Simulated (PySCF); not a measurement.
Molecule: SMILES B/C=C(/C)C=C, C5H9B.

Geometry (Å), atoms numbered from 1 in this order:
```xyz
15

B    -0.0836   -2.3226    1.0508
C    -0.5626   -1.3527   -0.0355
C    -0.2318   -0.0513   -0.2284
C    -0.8167    0.7286   -1.3682
C     0.7121    0.6372    0.6332
C     1.1599    1.8790    0.4629
H    -0.3009   -3.4659    0.9143
H     0.4699   -1.9727    2.0208
H    -1.2561   -1.7548   -0.7703
H    -1.3095    1.6267   -0.9987
H    -0.0312    1.0370   -2.0576
H    -1.5422    0.1323   -1.9158
H     1.0671    0.0654    1.4772
H     1.8574    2.3183    1.1562
H     0.8638    2.5035   -0.3629
```

Frames of a GFN2-xTB Langevin trajectory at 200 K; GIAO PBE0/pcSseg-1 shieldings in PySCF 2.14.0 with density-fitted response routines, gas phase, non-relativistic; equivalent atoms averaged within each frame.

Chemical shifts δ = σref − σ; BF3·OEt2 for ¹¹B (100.07 ppm); ¹³C (186.93 ppm), ¹H (31.72 ppm) vs TMS, all at this level. The references are static minima.

Question: How do the shifts (ppm) fluctuate along the trajectory?

Answer: 
```tsv
time (fs)	B1	C3	C2	C5	C6	C4	H9	H13	H7/H8	H14
250	68.3	173.1	155.1	149.1	136.2	28.5	7.63	7.62	7.23	5.99
425	70.4	168.3	145.7	147.1	122.6	25.6	7.01	7.83	7.55	5.84
625	67.3	173.7	149.0	145.1	122.8	19.9	7.16	7.67	7.60	5.51
800	66.3	169.4	146.2	148.8	133.6	28.6	7.46	8.20	7.08	6.35
1000	74.6	169.6	153.9	151.5	123.3	28.7	7.33	7.62	7.67	4.71
mean of frames	69.4	170.8	150.0	148.3	127.7	26.3	7.32	7.79	7.43	5.68
standard deviation	3.3	2.4	4.3	2.4	6.7	3.8	0.24	0.25	0.25	0.62
```

5 frames give an uncertainty of the mean of about the standard deviation over 2.2 at best, since frames this close in time may not be independent; classical motion lacks zero-point vibration, and the reference would need the same averaging.
